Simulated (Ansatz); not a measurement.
Born–Oppenheimer molecular dynamics of ClGeH3O (6 atoms, charge 0, multiplicity 1). It starts from a relaxed structure.

The calculation used Ansatz, RKS BLYP-D4/def2-SVP.

```yaml
ensemble: NVE (velocity Verlet)
time_step: 0.5 fs
steps_asked: 300
starting_velocities_drawn_for: 500 K
seed: 436451
```

First frame:

```xyz
6
Properties=species:S:1:pos:R:3
Ge -0.088 -0.080 0.102
H 0.127 -0.002 1.628
Cl 1.852 0.136 -0.916
O -1.129 1.336 -0.273
H -1.315 1.410 -1.230
H -0.708 -1.407 -0.419
```

**Question.** How far do the bonds stretch over the last three quarters of this one trajectory? (Pairs bonded in most of those frames.)

**Answer.** 
```
   bond  mean (Å)  spread (Å)  shortest  longest
 Ge1–H2     1.549       0.016      1.52     1.58
Ge1–Cl3     2.202       0.017      2.18     2.23
 Ge1–O4     1.799       0.009      1.78     1.81
 Ge1–H6     1.557       0.019      1.53     1.59
  O4–H5     0.985       0.036      0.93     1.04
```

Mean temperature of the second half: 247 K. The conserved energy stayed within 0.37 meV per atom of its start (net change 0.069 meV per atom), so the integration is sound. Over the second half the temperature averaged 0.49 of the 500 K drawn at the start: a run that starts near a minimum puts about half its kinetic energy into the potential. A run of 0.15 ps of so small a system gives no equilibrium averages.

Time of the run: 9.9 min on 1 thread of Arm Neoverse V2, on a shared host, peak memory 0.14 GiB.
